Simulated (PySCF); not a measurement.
Compound: C₄H₆F₂O.
Atom-mapped SMILES: `[CH2:1]=[C:2]([CH2:3][F:4])[O:5][CH2:6][F:7]` (hydrogens: H8, H9 on C1; H10, H11 on C3; H12, H13 on C6)

Method: PBE0-D3(BJ)/def2-SVP geometry optimisation, gas phase (PySCF 2.14.0); density fitting, grid level 1; the optimiser is geomeTRIC in internal coordinates, started from a GFN2-xTB structure with every atom displaced at random (about 0.01 Å).

At the end of the run (lengths in Å): C3–F4 1.362, C1=C2 1.333, C1–H9 1.090, C2–O5 1.363, C2–C3 1.498, C3–H10 1.105, C6–F7 1.361, C1–C2–O5 126.8°, O5–C6–F7 111.7°, C2–C3–F4 111.4°, C3–C2–O5 108.8°, C1–C2–C3–F4 -3°, C1–C2–O5–C6 -16°, C2–O5–C6–F7 74°, H10–C3–C2–C1 118°, H12–C6–O5–C2 -168°.

Problem. These geometries were met on the way; a selection of coordinates is given. Order them by energy above the end point, lowest first.
A. C3–F4 1.326, C1=C2 1.302, C1–H9 1.067, C2–O5 1.385, C2–C3 1.517, C3–H10 1.091, C6–F7 1.372, C1–C2–O5 125.5°, O5–C6–F7 112.9°, C2–C3–F4 110.4°, C3–C2–O5 109.5°, C1–C2–C3–F4 17°, C1–C2–O5–C6 -6°, C2–O5–C6–F7 72°, H10–C3–C2–C1 138°, H12–C6–O5–C2 -172°
B. C3–F4 1.374, C1=C2 1.335, C1–H9 1.092, C2–O5 1.363, C2–C3 1.500, C3–H10 1.105, C6–F7 1.358, C1–C2–O5 126.6°, O5–C6–F7 111.8°, C2–C3–F4 111.4°, C3–C2–O5 109.4°, C1–C2–C3–F4 10°, C1–C2–O5–C6 -17°, C2–O5–C6–F7 73°, H10–C3–C2–C1 131°, H12–C6–O5–C2 -168°
C. C3–F4 1.357, C1=C2 1.332, C1–H9 1.089, C2–O5 1.364, C2–C3 1.498, C3–H10 1.104, C6–F7 1.362, C1–C2–O5 127.1°, O5–C6–F7 111.3°, C2–C3–F4 111.5°, C3–C2–O5 109.1°, C1–C2–C3–F4 2°, C1–C2–O5–C6 -13°, C2–O5–C6–F7 74°, H10–C3–C2–C1 124°, H12–C6–O5–C2 -167°

Solution. C (0.003 eV), B (0.018 eV), A (0.150 eV).

```json
{"step": "4", "E above end (eV)": "0.003", "rms distance from the end, all atoms (Å)": "0.053", "largest force (eV/Å)": "0.211", "rms shift of all bonds from the end (Å)": "0.002"}
{"step": "1", "E above end (eV)": "0.018", "rms distance from the end, all atoms (Å)": "0.100", "largest force (eV/Å)": "0.444", "rms shift of all bonds from the end (Å)": "0.004"}
{"step": "0", "E above end (eV)": "0.150", "rms distance from the end, all atoms (Å)": "0.174", "largest force (eV/Å)": "2.554", "rms shift of all bonds from the end (Å)": "0.019"}
```

Rows stand in the order of the answer.
